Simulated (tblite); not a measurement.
H₁₀O₂SeSi₄.
Atom-mapped SMILES: `[SiH3:1][O:2][SiH2:3][Se:4][SiH2:5][O:6][SiH3:7]` (hydrogens: H8, H9, H10 on Si1; H11, H12 on Si3; H13, H14 on Si5; H15, H16, H17 on Si7)

Cartesian coordinates in Å at the GFN2-xTB level; atoms count from 1:
```xyz
17
H10O2SeSi4 angstrom
Si    -2.1085    1.4046    0.1164
O     -1.8739   -0.1519   -0.2936
Si    -1.6715   -1.7151    0.0331
Se     0.2245   -2.0494    1.2518
Si     1.7918   -1.5776   -0.3323
O      1.7999   -0.0059   -0.6809
Si     1.9992    1.5662   -0.3126
H     -3.5462    1.5358    0.3486
H     -1.6505    2.1361   -1.0594
H     -1.3436    1.7087    1.3231
H     -2.7568   -2.1885    0.8769
H     -1.5553   -2.3390   -1.2770
H      1.4436   -2.2184   -1.5918
H      3.0623   -1.9678    0.2582
H      1.2489    2.2558   -1.3566
H      3.4401    1.8058   -0.3808
H      1.4889    1.8127    1.0333
```

Method: GFN2-xTB as coded in tblite; computed harmonic values from a numerical Hessian at the method's own geometry, unscaled. This tight-binding method is rough: wavenumbers can miss measured ones by several per cent, in bad cases by 10 to 20. Modes of hydrogen on silicon can be 10 to 20 % off. One conformer, not necessarily the lowest. The optimisation stopped once no atom felt more than 0.01 eV/Å.

Lowest wavenumbers of the output (negative numbers stand for imaginary wavenumbers):
```
mode    cm-1
  1     -60.9
  2     -16.1
  3      30.5
  4      38.9
  5      68.8
  6      82.0
  7      90.9
  8     113.3
```

Task: Is this structure a minimum?

Result: No. 1 mode is imaginary beyond 20i (61i cm⁻¹), and 1 more slightly so (16.1i).

Task: Which atoms move in the imaginary modes?

Result: 61i: H10 (Si–H hydrogen) 17 %, H9 (Si–H hydrogen) 17 %, H17 (Si–H hydrogen) 17 %, H15 (Si–H hydrogen) 17 %; 16i: Si1 (oxygen-bound silicon) 19 %, Si7 (oxygen-bound silicon) 18 %, Si3 (oxygen-bound silicon) 18 %, Si5 (oxygen-bound silicon) 17 %. These are shares of the mass-weighted motion.

Task: What is the remedy?

Result: Step along such a mode in both directions, optimise again with tighter thresholds and repeat the frequencies. The zero-point energy of this point (57.4 kcal/mol) counts the 43 real modes alone, and thermal corrections from it aren't those of a minimum.

Hardware: one thread, Intel Xeon at 2.50 GHz (x86_64) (shared host). Cost: 3.7 s. This covers the Hessian and the dipole derivatives.
